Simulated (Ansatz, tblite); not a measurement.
Cost and result up the ladder for the cluster Cu3H2⁺ (the lowest singlet isomer of a short search) (5 atoms). The state is a singlet with charge 1. Geometry: B3LYP-D4/def2-TZVP.

```csv
atom,x (Å),y (Å),z (Å)
Cu1,-0.103,0.073,0.032
Cu2,-0.304,-1.711,1.840
Cu3,0.724,1.417,-1.967
H4,0.627,1.440,-0.411
H5,-0.944,-1.219,0.506
```

Ansatz on 4 threads of Arm Neoverse V2 on a shared host; xTB runs through tblite on one thread. Times are rough, summed over both states, and most runs start from the orbitals of an earlier one. CCSD(T)/def2-TZVP serves as the yardstick here, not as an exact answer. The other state is a quintet at its own geometry, which has other bonds, so the gap mixes isomer and spin.

The xTB rows come from tblite. B3LYP takes the VWN-RPA correlation. Correlated methods freeze 27 core orbitals. In CCSD on the charge 1 quintet the largest single amplitude is 0.16, so its Hartree–Fock determinant may place the open shell otherwise than the density functionals do. At PBE0-D4/def2-TZVP a singlet of charge 1 lies 5.93 eV below the quintet, each at its own geometry. The structure comes from a short search, and lower isomers may exist.

Run but left out: HF/STO-3G (quintet: ⟨S²⟩ 9.12, where a pure state has 6.00).

Second-order perturbation terms are unreliable where d shells bring near-degenerate states, and here B2PLYP/def2-TZVP lies more than 0.4 eV from the median of the functionals without such a term.

Correlated methods converge slowly with the basis.

xTB has no spin-polarisation term.

```
                            level  functions  quintet − singlet (eV)  difference from CCSD(T)/def2-TZVP (eV)                                   remarks
                 B2PLYP/def2-TZVP        147                    6.87                                    0.61  test for broken spin undecided (singlet)
                         GFN1-xTB         31                    7.07                                    0.82                                         –
r2SCAN-D4/def2-TZVP (with forces)        147                    5.40                                   -0.85                                         –
               BHLYP-D4/def2-TZVP        147                    5.21                                   -1.05                                         –
             r2SCAN0-D4/def2-TZVP        147                    5.56                                   -0.69                                         –
                BLYP-D4/def2-TZVP        147                    5.47                                   -0.79                                         –
                 PBE-D4/def2-TZVP        147                    5.66                                   -0.59                                         –
               B3LYP-D4/def2-TZVP        147                    5.82                                   -0.43                                         –
                PBE0-D4/def2-TZVP        147                    5.93                                   -0.32                                         –
                RPA@PBE/def2-TZVP        147                    4.93                                   -1.33                                         –
                CCSD(T)/def2-TZVP        147                    6.25                                    0.00                                         –
```

Q: Estimate how long each takes.

A: GFN1-xTB 0.007 s; PBE-D4/def2-TZVP 4.9 s; BLYP-D4/def2-TZVP 5.4 s; RPA@PBE/def2-TZVP 8.2 s; B3LYP-D4/def2-TZVP 8.6 s; PBE0-D4/def2-TZVP 9.7 s; r2SCAN-D4/def2-TZVP (with forces) 12 s; BHLYP-D4/def2-TZVP 12 s; B2PLYP/def2-TZVP 14 s; r2SCAN0-D4/def2-TZVP 18 s; CCSD(T)/def2-TZVP 99 s. On shared hardware such times vary by a factor of up to 3.
